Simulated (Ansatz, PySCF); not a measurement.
System: InBr₂, charge 0, multiplicity 2. It need not be the lowest isomer of its formula. 
Structure (B3LYP-D3(BJ)/def2-TZVP (Ansatz, a first-principles code) minimum search):
```xyz
3

In     0.6282     0.3100     0.2149
Br    -0.7784     1.4524    -1.5685
Br    -0.1011    -1.8864     1.2676
```
Charge 0, spin multiplicity 2.

Total electronic energies in hartree. Cores are frozen in the correlated levels unless marked. UHF or UKS for open shells. Spin-orbit coupling is left out. The frozen core is the preceding noble-gas configuration, with the filled d and f shells of earlier blocks. Past Kr the def2 sets carry scalar-relativistic core potentials. STO-3G rows are all-electron and non-relativistic. Basis-set limits of correlation are two-point, X^-3; Hartree-Fock from the larger set. [CCSD(T)-MP2]/basis is that difference in the basis named.

```csv
level,program,energy (Eh)
HF/STO-3G,Ansatz,-10772.33331
HF/def2-QZVPP,Ansatz,-5334.26217
RI-HF/def2-TZVPP,Ansatz,-5334.16251
SVWN5/def2-TZVPD,Ansatz,-5331.14993
revPBE-D4/def2-TZVPD,Ansatz + dftd4,-5338.16396
PBE0/def2-TZVPD,Ansatz,-5337.95297
TPSSh-D4/def2-TZVPD,PySCF + dftd4,___
M06-2X/def2-TZVPD,PySCF,-5338.55903
wB97X-V/def2-TZVPD,Ansatz,-5338.04701
wB97X/def2-TZVPD,Ansatz,___
RI-MP2/def2-TZVPP,Ansatz,-5334.52290
RI-MP2/def2-TZVPPD,Ansatz,-5334.52485
CCSD/def2-SVPD,Ansatz,-5333.84108
CCSD(T)/def2-SVP,Ansatz,-5333.82768
"RI-MP2/CBS(def2-TZVPPD,def2-QZVPPD)+[CCSD(T)-MP2]/def2-TZVPPD",Ansatz,-5334.7397
```

Problem. Some entries are withheld; supply them.

Solution. 
- TPSSh-D4/def2-TZVPD, energy (Eh): -5338.30949
- wB97X/def2-TZVPD, energy (Eh): -5338.63421
